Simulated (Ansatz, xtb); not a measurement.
# CH3GaP+: which of two structures lies lower

Structure I: a singlet given by its coordinates. Structure II: a singlet given by its coordinates. Both are gas-phase species (loosely bound parts included), relaxed with B3LYP-D3(BJ)/def2-SVP.

I (Å):

```yaml
atoms:
  - { symbol: C, position_ang: [-0.2238, 1.9753, 1.3281] }
  - { symbol: Ga, position_ang: [0.6401, -1.8658, 0.4470] }
  - { symbol: P, position_ang: [1.0178, 0.8775, 1.1811] }
  - { symbol: H, position_ang: [-1.2604, 1.6745, 1.1432] }
  - { symbol: H, position_ang: [-0.0620, 3.0217, 1.6096] }
  - { symbol: H, position_ang: [2.2010, 1.6044, 1.4884] }
```

Close contacts (Å): C1–P3 1.66, Ga2–P3 2.86, C1–H4 1.10, C1–H5 1.10, P3–H6 1.42.

II (Å):

```yaml
atoms:
  - { symbol: C, position_ang: [-0.7543, 1.7280, 1.2227] }
  - { symbol: Ga, position_ang: [1.9044, 0.3505, 1.1130] }
  - { symbol: P, position_ang: [-0.3406, 0.2609, 0.4978] }
  - { symbol: H, position_ang: [-1.8087, 2.0263, 1.1262] }
  - { symbol: H, position_ang: [-0.1455, 2.4464, 1.7816] }
  - { symbol: H, position_ang: [3.4111, 0.3920, 1.5149] }
```

Close contacts (Å): C1–P3 1.69, Ga2–P3 2.33, C1–H4 1.10, C1–H5 1.10, Ga2–H6 1.56.

Which of the two would you expect CCSD(T)/def2-TZVPP electronic energies to favour?

Structure I; the calculation gives E(II) − E(I) = +85.9 kJ/mol.

How the difference moves with the method:

| level | geometry | E(II) − E(I) (kJ/mol) | departure from the last row (kJ/mol) | job, with rough time for the two |
| --- | --- | --- | --- | --- |
| B3LYP-D3(BJ)/def2-SVP | B3LYP-D3(BJ)/def2-SVP | +108.4 | +22.5 | optimisation, 25 s |
| HF/def2-TZVPP | B3LYP-D3(BJ)/def2-SVP | +108.5 | +22.6 | part of the CCSD(T) run |
| MP2/def2-TZVPP | B3LYP-D3(BJ)/def2-SVP | +76.8 | −9.2 | part of the CCSD(T) run |
| CCSD(T)/def2-TZVPP | B3LYP-D3(BJ)/def2-SVP | +85.9 |  | single point, 41 s |

None of the levels shown reverses the order. The largest departure from CCSD(T)/def2-TZVPP is that of HF/def2-TZVPP, 22.6 kJ/mol. Levels run at GFN2-xTB geometries aren't shown.

With harmonic frequencies from B3LYP-D3(BJ)/def2-SVP (ideal gas, rigid rotor, one conformer each, 298.15 K, 1 atm): the zero-point term adds −4.2 kJ/mol; ΔH is +80.7 and ΔG +85.9 kJ/mol.

The correlated steps freeze 15 core orbitals; the filled d shell of Ga is correlated, in a basis made for valence electrons. Run with Ansatz 0.2.0; the last row on 2 threads of Intel(R) Xeon(R) Platinum 8375C CPU @ 2.90GHz (Ice Lake) on a shared host.
